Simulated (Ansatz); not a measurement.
Basis sets compared for Si(NMeEt)Cl3 (C3H8Cl3NSi). Total charge 0; singlet. Geometry PBE-D4/def2-SVP. Ansatz on 4 threads of Arm Neoverse V2 on a shared host; times are rough, and most runs start from earlier orbitals.

```xyz
16

C     0.444   -1.261    1.059
C     0.061   -0.211   -1.148
C     1.302    0.673   -1.299
Cl   -0.772    2.475    1.596
Cl   -2.428   -0.244    2.572
Cl   -3.008    1.122   -0.458
N    -0.395   -0.399    0.235
Si   -1.552    0.663    0.935
H     0.572   -2.249    0.564
H     1.458   -0.838    1.244
H    -0.034   -1.438    2.042
H     0.254   -1.221   -1.578
H    -0.779    0.215   -1.736
H     1.589    0.760   -2.367
H     1.112    1.693   -0.908
H     2.174    0.258   -0.754
```

Another isomer (singlet) lies 0.36 eV lower at PBE0-D4/def2-TZVP; other spin states weren't run for this one.

Binding counts from free atoms (C triplet, Cl doublet, N quartet, Si triplet, H doublet) in the same basis, without a counterpoise term.

```
           level  functions  energy (Eh)  HOMO (eV)  LUMO (eV)  binding per atom (eV)  wall time
 PBE-D4/def2-SVP        168   -1842.5768      -5.67      -0.71                   4.00      2.3 s
PBE0-D4/def2-SVP        168   -1842.7485      -7.08       0.30                   3.94      3.3 s
```

(1) Estimate the rows for PBE-D4/def2-TZVP (with forces), PBE0-D4/def2-TZVP.

## Answers

(1) 
```
                         level  functions  energy (Eh)  HOMO (eV)  LUMO (eV)  binding per atom (eV)  wall time
PBE-D4/def2-TZVP (with forces)        320   -1843.3544      -5.81      -1.10                   3.98        6 s
             PBE0-D4/def2-TZVP        320   -1843.5157      -7.14      -0.08                   3.92       10 s
```
